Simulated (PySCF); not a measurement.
# How methods differ on the excitation energy of Be⁺

Be⁺ [He] 2s1 (2S) → Be⁺ [He] 3d1 (2D), as a difference of total energies. Computed with PySCF 2.14 in aug-cc-pVQZ (6s5p4d3f2g, 80 functions), with no relativity, point nucleus. The calculations carry no spin-orbit coupling.

```tsv
method	excitation energy (eV)	error (eV)
UHF	12.159	+0.002
LDA	11.832	-0.325
PBE	11.759	-0.398
PBE0	11.885	-0.272
r2SCAN	11.754	-0.403
BLYP	11.756	-0.401
CAM-B3LYP	12.214	+0.057
BHandHLYP	12.110	-0.047
```

Reference: 12.157 eV (measured; NIST levels, between the centres of gravity of the two terms).
